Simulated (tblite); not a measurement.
Level: GFN2-xTB in tblite, geometry and Hessian alike; calculated harmonic values, unscaled, isolated species. Against measured fundamentals such values can be off by several per cent, at times by over 20. Modes of hydrogen on silicon can be 10 to 20 % off. One conformer each. Thermal functions are those of the rigid rotor and harmonic oscillator, without mixing of conformers.

**Question.** Order these by their zero-point energy, highest first (kJ/mol).
A. `C=C1[SiH2][C@@H]1NC(C)=O`
B. `[H]/N=C(\C#N)c1ncon1`
C. `C#CCNC(=O)C[SiH3]`
D. `CS[C@@H]1C[C@](F)(CO)O1`
E. `C=C[P@@](=O)(O)C(C)C`
F. `C=CCCCC(C)C`

**Answer.** F (575.4), E (400.0), D (357.0), A (329.2), C (321.4), B (170.1).

```tsv
SMILES	atoms	mass (u)	symmetry number	modes under 300 cm⁻¹	ZPE (kJ/mol)	S translation (J/(mol K))	S rotation	S vibration	S	Cp
C=CCCCC(C)C	24	112.13	1	9	575.4	178.5	128.7	228.4	535.5	263.2
C=C[P@@](=O)(O)C(C)C	19	134.05	1	9	400.0	180.7	126.9	225.3	532.9	243.1
CS[C@@H]1C[C@](F)(CO)O1	18	152.03	1	8	357.0	182.3	130.2	214.8	527.3	236.5
C=C1[SiH2][C@@H]1NC(C)=O	17	127.05	1	7	329.2	180.0	129.0	214.4	523.4	229.0
C#CCNC(=O)C[SiH3]	17	127.05	1	8	321.4	180.0	129.6	226.1	535.7	232.9
[H]/N=C(\C#N)c1ncon1	11	122.02	1	5	170.1	179.5	126.1	133.7	439.2	160.7
```

Entropies and Cp are for 500 K and 1 bar.
